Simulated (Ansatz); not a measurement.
Reaction (atomization): `O[Si](O)(F)N[SiH2]F` → 2 F• + 5 H• + N• + 2 O• + 2 Si•

Gas-phase electronic energies from Ansatz, PBE0-D4/def2-TZVP geometries. CCSD(T)/CBS is the MP2 limit (def2-TZVPP, def2-QZVPP) plus CCSD(T) − MP2 in def2-TZVPP, frozen cores. This one scheme is used for every species, atoms too. Open shells (•) are unrestricted, without spin–orbit coupling. Spin–orbit coupling would lower the free atoms: a little for F, O, Si. One conformer a species, not always the lowest.

```csv
species,MP2/def2-TZVPP energy (Eh)
`O[Si](O)(F)N[SiH2]F`,-985.79696
F•,-99.60959
H•,-0.49981
N•,-54.49761
O•,-74.95729
Si•,-288.90688
```

Problem. Work out ΔE.

Solution. ΔE = 5 × (-0.49981) + 2 × (-99.60959) + 2 × (-74.95729) + 2 × (-288.90688) + (-54.49761) − (-985.79696) = 1.85278 Eh = +1162.6 kcal/mol. CCSD(T)/CBS gives +1166.3 kcal/mol.

Largest T1 diagnostic among the species: 0.012.

In def2-TZVPP, CCSD(T) changes the Hartree–Fock value by +297.3 kcal/mol (the triples alone add +17.3 kcal/mol) and MP2 by +332.9 kcal/mol; breaking electron pairs costs correlation energy, which Hartree–Fock lacks. The D4 term adds +11.4 kcal/mol with B3LYP and +6.0 kcal/mol with PBE0; it sums over pairs of atoms, weighted by their polarisabilities, and B3LYP, whose exchange is more repulsive, gets the larger term.

B3LYP here is the variant with VWN-RPA as its local correlation; programs differ in this.

For atomizations the MP2-based limit and the directly extrapolated one differ by several kJ/mol either way, and by 10 to 25 for some Ge, Se and Sn compounds, so smaller differences from it don't rank the levels.
